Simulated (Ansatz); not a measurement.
The cluster In₃P₂Cl₃. The state is a singlet with charge 0. Geometry PBE-D4/def2-SVP; atoms count from 1.

Cartesian coordinates in Å:
```
In -2.0278 -1.4183 -0.1276
In 1.0896 0.9349 0.4861
In 0.9793 -0.6791 -2.8476
P -2.0228 -0.0863 2.5762
P -0.4624 1.0492 2.9134
Cl 0.7544 -1.7491 -0.0794
Cl -1.0116 0.9064 -1.3120
Cl 2.7012 1.0424 -1.6090
```

In the def2 sets In takes a core potential; there is no spin–orbit coupling. The restricted singlet is unstable towards broken spin symmetry in Hartree–Fock (as tested in another run); at PBE0-D4/def2-TZVP this wasn't settled. The structure comes from a short search, and lower isomers may exist.

**Question.** Estimate the Mulliken populations from the PBE0/def2-TZVP orbitals of Ansatz.

**Answer.** 
```
atom  charge (e)
 In1        0.41
 In2        0.50
 In3        0.46
  P4       -0.10
  P5       -0.01
 Cl6       -0.42
 Cl7       -0.42
 Cl8       -0.43
```
Mulliken values depend strongly on the basis.

**Question.** And the Mayer bond orders between heavy atoms (over 0.3)?

**Answer.** In1–P4 0.33 (3.01 Å); In1–Cl6 0.35 (2.80 Å); In1–Cl7 0.36 (2.80 Å); In2–P5 0.49 (2.88 Å); In2–Cl6 0.36 (2.76 Å); In2–Cl7 0.36 (2.77 Å); In2–Cl8 0.48 (2.65 Å); In3–Cl8 0.43 (2.73 Å); P4–P5 2.47 (1.96 Å).
